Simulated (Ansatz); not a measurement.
Cartesian coordinates (Å):
```xyz
13

N     -1.9673     0.7756    -1.0170
Si    -1.5771    -0.5528     0.0153
Si     0.4229    -0.2960     1.2251
Si     2.1805     0.0824    -0.2695
H     -1.3753     0.9601    -1.8119
H     -2.2679     1.6420    -0.5986
H     -1.4432    -1.7665    -0.8353
H     -2.7101    -0.7336     0.9625
H      0.7313    -1.4977     2.0537
H      0.3181     0.8785     2.1402
H      1.8500     1.2412    -1.1461
H      3.4644     0.3754     0.4229
H      2.3736    -1.1087    -1.1413
```
Charge 0, multiplicity 1.

Method: frozen-core CCSD(T)/cc-pVTZ // PBE0-D3(BJ)/def2-TZVP in Ansatz (a program for electronic structure).

```yaml
HF energy: -926.56692 Ha
MP2 correlation energy: -0.59847 Ha
```

Question: Estimate the CCSD correlation energy, the (T) correction, the total energy and the T1 diagnostic.

Answer: 
| Item | Value |
|---|---|
| CCSD correlation energy | -0.66897 Ha |
| (T) correction | -0.02404 Ha |
| CCSD(T) total energy | -927.25993 Ha |
| T1 diagnostic | 0.013 |
